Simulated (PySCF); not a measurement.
## Frontier orbitals and the lowest excitations

C2H5FO2Si.
Z-matrix (Å and degrees, PBE0-D3(BJ)/def2-SVP geometry), rows numbered from 1:
```
O 
Si  1  1.6542
O   2  1.6739  1  112.14
C   3  1.3530  2  125.68  1    65.31
C   4  1.3326  3  121.18  2  -177.89
F   5  1.3324  4  120.80  3   179.92
H   1  0.9619  2  117.64  3    63.56
H   2  1.4845  1  112.92  3  -116.00
H   2  1.4841  1  104.89  3   119.24
H   4  1.0974  3  118.73  2     1.96
H   5  1.0929  4  124.35  3    -0.06
```

Method used: TDDFT wB97X-D/def2-SVPD, vertical, gas phase, core orbitals frozen in the response in PySCF.

Frontier orbitals with the atoms that hold most of them (Löwdin shares over 4%, at most four atoms; ? is withheld):

```
orbital  ε (eV)                            atoms
 HOMO-3  -12.51   O1 33%, F6 17%, C5 11%, C4 10%
 HOMO-2  -11.65    O1 45%, O3 22%, Si2 9%, C4 6%
 HOMO-1  -11.26                                ?
   HOMO   -8.68                                ?
   LUMO       ?   Si2 32%, O1 25%, H7 14%, O3 8%
 LUMO+1    2.23   C5 24%, C4 23%, Si2 13%, O1 8%
 LUMO+2    2.40  Si2 29%, O1 12%, C4 12%, O3 12%
```

(1) Give the leading atoms of the HOMO-1.

(2) Give the leading atoms of the HOMO.

(3) What is the LUMO energy, and the HOMO–LUMO gap?

## Answers

(1) Si2 (bonded to 2 O and 2 H) 22%; O3 (bonded to C and Si) 22%; H8 (bonded to Si) 15%; H9 (bonded to Si) 15%. By element: hydrogen 31% or more, silicon 22%, oxygen 22% or more.

(2) C5 (bonded to C, F and H) 30%; C4 (bonded to C, O and H) 27%; O3 (bonded to C and Si) 22%; F6 (bonded to C) 14%. By element: carbon 57%, oxygen 22% or more, fluorine 14%.

(3) ε(LUMO) = 1.62 eV; the gap is 10.29 eV (0.3783 hartree).

Problem. How does S1 compare with the orbital gap of 10.29 eV?

Solution. S1 is at 6.46 eV (f = 0.077), 3.83 eV below the gap, made of HOMO→LUMO (61%), HOMO→LUMO+2 (16%), HOMO→LUMO+1 (12%). Without the coupling terms of the response equations the lowest excitation would equal the gap.

Next come S2 at 6.87 eV (f 0.296), HOMO→LUMO+2 (48%), HOMO→LUMO+1 (19%), HOMO→LUMO+4 (10%); S3 at 6.97 eV (f 0.058), HOMO→LUMO+4 (38%), HOMO→LUMO+1 (27%), HOMO→LUMO+3 (16%); S4 at 7.17 eV (f 0.020), HOMO→LUMO+1 (30%), HOMO→LUMO+3 (25%), HOMO→LUMO+2 (18%); S5 at 7.63 eV (f 0.0077), HOMO→LUMO+5 (71%), HOMO→LUMO+6 (16%).

Löwdin shares depend on the basis, the more so with diffuse functions.

One conformer stands for the species.
